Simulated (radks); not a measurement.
Results of a calculation; reference values are marked as such.
Valence configurations of Kr III (all share [Ar]). Level of theory: scalar-relativistic Kohn-Sham, LDA (Slater exchange, Perdew-Wang correlation), spin-polarised, spherical densities, finite nucleus; open shells are filled with parallel spins first; Fermi nuclear charge, rms radius 4.1884 fm (a radial shooting solver on a logarithmic mesh with Libxc functionals). Energies are relative to 3d10 4s2 4p4; eigenvalues in eV for spin up.

valence           E (eV)  moment (Bohr magnetons)    e(3d)    e(4p)    e(4s)
3d10 4s2 4p4       0.000                        2  -107.21  -31.903  -47.045
3d10 4s1.5 4p4.5   7.550                        2  -107.98  -32.252  -47.488
3d10 4s1 4p5      15.118                        2  -108.75  -32.599  -47.927
3d10 4p6          31.366                        0  -110.06  -32.445        -
3d9.5 4s2 4p4.5   39.645                        2  -114.59  -32.911  -48.480
3d9.5 4s1.5 4p5   47.394                        2  -115.34  -33.249  -48.906
3d9.5 4s1 4p5.5   55.162                        2  -116.09  -33.584  -49.328
3d9 4s2 4p5       81.945                        2  -122.09  -33.906  -49.888
3d9 4s1 4p6       97.851                        2  -123.54  -34.559  -50.705
3d8.5 4s2 4p5.5   126.96                        2  -129.71  -34.892  -51.272

NIST lists [Ar] 3d10 4s2 4p4 as the ground configuration; this level of theory agrees among the configurations tried. The energies are those of spherical high-spin densities, not of single terms.
